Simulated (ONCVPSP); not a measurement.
## What one change does to a pseudopotential (Li (Z = 3), ONCV)

Li (Z = 3), optimised norm-conserving Vanderbilt (ONCV), made with ONCVPSP 4.0.1 (PW91, scalar-relativistic). Core [He], reference 2s1. Waves: 2s: rc 2.15 bohr, ncon 5, nbas 9, qcut 2.8 1/bohr, 1 projector; p scattering state at 0.34 Ha: rc 2.30 bohr, ncon 5, nbas 9, qcut 3.7 1/bohr, 2 projectors, debl 2.7 Ha; d scattering state at 0.41 Ha: rc 2.30 bohr, ncon 4, nbas 9, qcut 3.7 1/bohr, 2 projectors, debl 2.3 Ha. Local part: polynomial inside 2.00 bohr (lpopt 5, dvloc0 4 Ha). Core correction: Teter function, fcfact 4.75, rcfact 1.55.

All-electron outer shells of the reference configuration (PW91, scalar-relativistic, ld1.x):

```csv
shell,level (eV),outermost node (bohr),outermost maximum (bohr)
1s,-52.04,–,0.36
2s,-2.89,0.83,3.12
```

Change: core correction Teter function, fcfact 5.6, rcfact 1.55.

Cutoffs: the cutoffs (Ha) at which the residual kinetic energy of the hardest occupied pseudo-wave falls to 1 and 0.1 mHa per electron; they do not see the model core or the augmentation charge, which bear on the density cutoff. Errors are all-electron minus pseudo energies relative to the spin-unpolarised reference configuration.

Task: How do hardness, ghosts and transferability respond?

Result: The potential gets neither clearly harder nor softer (2.2 Ha and 3.8 Ha → 2.2 Ha and 3.8 Ha); the number of tests with a reliable result goes from 2 to 1; neither file shows a bound ghost. A model core, the more so a compact one, raises the density cutoff, which this test does not measure.

```csv
quantity,base,changed
"cutoff, loose",2.2 Ha,2.2 Ha
"cutoff, tight",3.8 Ha,3.8 Ha
bound ghosts,none,none
GHOST(+) flags under 300 eV,none,none
tests with a reliable result,2 of 2,1 of 2
"error for 2s0.5, meV [ΔE 2.05 eV]",+5.2,+5.8
s: phases at 2.18 bohr within 0.05 rad from the reference energy up to (Ha; the scan ends near 5),1.9,1.9
p: phases at 2.33 bohr within 0.05 rad from the reference energy up to (Ha; the scan ends near 5),to the end of the scan,to the end of the scan
d: phases at 2.33 bohr within 0.05 rad from the reference energy up to (Ha; the scan ends near 5),4.0,4.0
"rms error of d²Exc/dni dnj with the model core, mHa",0.97,1.08
```

Base: The cutoffs count occupied waves only; projector 2 of the p channel, the hardest unoccupied one, needs 29 Ha at the loose tolerance. Changed file: The cutoffs count occupied waves only; projector 2 of the p channel, the hardest unoccupied one, needs 29 Ha at the loose tolerance.
